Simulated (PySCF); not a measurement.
## Diatomics with 66 electrons

PBE in PySCF with def2-TZVPP on every atom (core potentials on In, Te, I), for the lowest determinant that a PBE0 search found; no spin–orbit coupling. All have 66 electrons, 10 of them in the valence shells, and the same state, a singlet (closed shell). For ions De leads to the atom and ion picked by measured ionisation energies and electron affinities.

```tsv
species	difference of nuclear charges	Re (Å)	ωe (cm⁻¹)	k (mdyn/Å)	De (eV)	dissociates to	Mayer bond order
GaBr	4	2.393	257	1.43	4.50	Ga + Br	1.09
InCl	32	2.436	302	1.44	4.69	In + Cl	0.99
SiTe	38	2.296	468	2.98	4.94	Si + Te	2.52
AlI	40	2.570	304	1.21	4.01	Al + I	1.20
```

(1) Which member of the whole set has the stiffest bond, and how does it compare with the softest?

Spin–orbit coupling is left out, which matters for elements this heavy, above all for dissociation energies.

## Answers

(1) SiTe with k = 2.98 mdyn/Å, 2.5 times that of AlI.
